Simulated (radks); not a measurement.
Question: All-electron atom: Kr8+ in [Ar] 3d10 (the NIST ground configuration). Calculated with a radial shooting solver on a logarithmic mesh with Libxc functionals: Dirac Kohn-Sham, PBE, spin-unpolarised, spherical densities, finite nucleus; Fermi nuclear charge, rms radius 4.1884 fm. Some entries of the table are withheld. Estimate them.

| orbital | occ. | eigenvalue (eV) | <1/r> (bohr^-1) |
|---|---|---|---|
| 1s1/2 | 2 | -14294.33 | 36.77 |
| 2s1/2 | 2 | (1) | (2) |
| 2p1/2 | 2 | -1821.983 | (3) |
| 2p3/2 | 4 | -1768.079 | (4) |
| 3s1/2 | 2 | -398.3453 | (5) |
| 3p1/2 | 2 | -334.8868 | 2.616 |
| 3p3/2 | 4 | -326.8598 | 2.548 |
| 3d3/2 | 4 | (6) | 2.321 |
| 3d5/2 | 6 | (7) | 2.304 |
| 4s1/2 | 0 | -135.0647 | 1.054 |
| 4p1/2 | 0 | -116.6548 | (8) |
| 4p3/2 | 0 | -115.2094 | (9) |

Answer: 
(1) 2s1/2 eigenvalue (eV): -2001.008
(2) 2s1/2 <1/r> (bohr^-1): 8.231
(3) 2p1/2 <1/r> (bohr^-1): 8.200
(4) 2p3/2 <1/r> (bohr^-1): 7.915
(5) 3s1/2 <1/r> (bohr^-1): 2.726
(6) 3d3/2 eigenvalue (eV): -216.0055
(7) 3d5/2 eigenvalue (eV): -214.6559
(8) 4p1/2 <1/r> (bohr^-1): 0.9790
(9) 4p3/2 <1/r> (bohr^-1): 0.9646
